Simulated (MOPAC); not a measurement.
Job for MOPAC: PM7 on RhO, 2S+1 = 4, a spin state set in the input, which need not be the lowest, a point of a bond scan (R = 1.649 Å).

```
PM7 1SCF PRECISE CHARGE=0 UHF MS=1.5 THREADS=1
ORh

Rh     0.00000000 1     0.00000000 1     0.00000000 1
O      0.00000000 1     0.00000000 1     1.64942400 1
```

The log:

```
*******************************************************************************
 **                                                                           **
 **                              MOPAC v23.2.5                                **
 **                                                                           **
 *******************************************************************************
 ** MOPAC's Digital Object Identifier: https://doi.org/10.5281/zenodo.6511958 **
 **                                                                           **
 ** Please cite the open-source release paper for use of this MOPAC version:  **
 ** J. E. Moussa and J. J. P. Stewart (2026)                                  **
 ** MOPAC: An open-source semiempirical molecular orbital program             **
 ** J. Open Source Softw., 11(119), 8025, https://doi.org/10.21105/joss.08025 **
 *******************************************************************************

                              PM7 CALCULATION RESULTS

 *******************************************************************************
 *  PM7        - The PM7 Hamiltonian to be used
 *  UHF        - UNRESTRICTED HARTREE-FOCK CALCULATION
 *
 *
 *
 *                 CHARGE ON SYSTEM = 0
 *
 *
 *
 *  MS=        - IN MECI, MAGNETIC COMPONENT OF SPIN =  1.5
 *  PRECISE    - TIGHTER CRITERIA TO BE USED
 *  1SCF       - DO 1 SCF AND THEN STOP
 *  THREADS=1  - MULTI-THREADING NOT USED
 *  T=         - A TIME OF 172800.0 SECONDS REQUESTED
 *  DUMP=N     - RESTART FILE WRITTEN EVERY 7200.0 SECONDS REQUESTED
 *******************************************************************************
PM7 1SCF PRECISE CHARGE=0 UHF MS=1.5 THREADS=1
 ORh

   ATOM   CHEMICAL          X               Y               Z
  NUMBER   SYMBOL      (ANGSTROMS)     (ANGSTROMS)     (ANGSTROMS)

     1      Rh          0.00000000  *   0.00000000  *   0.00000000  *
     2       O          0.00000000  *   0.00000000  *   1.64942400  *



          CARTESIAN COORDINATES

    NO.       ATOM           X           Y           Z

     1        Rh          0.0000      0.0000      0.0000
     2         O          0.0000      0.0000      1.6494

 General Reference for PM7:
 "Optimization of Parameters for Semiempirical Methods VI: More Modifications to the
 NDDO Approximations and Re-optimization of Parameters", J. J. P. Stewart, J. Mol. Mod., 1:32, 19 (2013)
 https://link.springer.com/article/10.1007/s00894-012-1667-x

           Empirical Formula: O Rh  =     2 atoms



      MOLECULAR POINT GROUP   :   C*v


          UHF CALCULATION, NO. OF ALPHA ELECTRONS =    9
                           NO. OF BETA  ELECTRONS =    6

 -------------------------------------------------------------------------------
 PM7 1SCF PRECISE CHARGE=0 UHF MS=1.5 THREADS=1
 ORh



     1SCF WAS SPECIFIED, SO BFGS WAS NOT USED
     SCF FIELD WAS ACHIEVED


                              PM7 CALCULATION
                                                       MOPAC v23.2.5 Linux




          FINAL HEAT OF FORMATION =        128.61750 KCAL/MOL =     538.13561 KJ/MOL


          COSMO AREA              =         87.29 SQUARE ANGSTROMS
          COSMO VOLUME            =         75.48 CUBIC ANGSTROMS

          IONIZATION POTENTIAL    =          8.701460 EV
          ALPHA SOMO LUMO (EV)    =         -8.701 -2.008
          BETA  SOMO LUMO (EV)    =        -11.229 -2.049
          NO. OF ALPHA ELECTRONS  =          9
          NO. OF BETA  ELECTRONS  =          6
          MOLECULAR WEIGHT        =        118.9049         POINT GROUP:  C*v

          MOLECULAR DIMENSIONS (Angstroms)

            Atom       Atom       Distance
            O     2   Rh     1     1.64942
            O     2   Rh     1     0.00000
           Rh     1    O     2     0.00000


          SCF CALCULATIONS        =          1





   ATOM   CHEMICAL          X               Y               Z
  NUMBER   SYMBOL      (ANGSTROMS)     (ANGSTROMS)     (ANGSTROMS)

     1      Rh          0.00000000  *   0.00000000  *   0.00000000  *
     2       O          0.00000000  *   0.00000000  *   1.64942400  *

                             CARTESIAN COORDINATES

   1   Rh        0.000000000     0.000000000     0.000000000
   2    O        0.000000000     0.000000000     1.649424000


           Empirical Formula: O Rh  =     2 atoms



      MOLECULAR POINT GROUP   :   C*v


          ALPHA EIGENVALUES
 -33.66591 -16.39105 -16.01706 -16.01706 -12.25314 -12.25314 -11.92153 -11.92153
  -8.70146  -2.00764 115.63557 116.19505 116.19505


           BETA EIGENVALUES
 -27.13956 -14.80718 -13.08934 -13.08934 -11.22855 -11.22855  -2.04887  -2.04887
  -1.83403   1.06261 115.67176 116.23857 116.23857


              NET ATOMIC CHARGES AND DIPOLE CONTRIBUTIONS

  ATOM NO.   TYPE          CHARGE      No. of ELECS.   s-Pop       p-Pop       d-Pop
    1         Rh          -0.259380        9.2594     0.95957     0.00047     8.29933
    2          O           0.259380        5.7406     1.94408     3.79654
 DIPOLE           X         Y         Z       TOTAL
 POINT-CHG.     0.000     0.000     2.055     2.055
 HYBRID         0.000    -0.000    -0.258     0.258
 SUM            0.000    -0.000     1.797     1.797


          ATOMIC ORBITAL ELECTRON POPULATIONS

     Atom    s        px        py        pz      x^2-y^2     xz        z^2       yz        xy
    1 Rh   0.95957   0.00003   0.00003   0.00042   2.00000   1.65745   0.98444   1.65745   2.00000
    2  O   1.94408   1.34253   1.34253   1.11148


                    (SZ)    =    1.500000
                    (S**2)  =    3.750709


          ATOMIC ORBITAL SPIN POPULATIONS

    Atom   Total    s     px     py     pz   x^2-y^2  xz     z^2    yz     xy
         Atomic
    1 Rh  1.6430  0.882 -0.000 -0.000  0.000  0.000  0.343  0.076  0.343 -0.000
    2  O  1.3570  0.025  0.657  0.657  0.017

 **********************
 *                    *
 * JOB ENDED NORMALLY *
 *                    *
 **********************




 == MOPAC DONE ==
```

The run finished.

Cost: roughly 0.03 core-seconds.
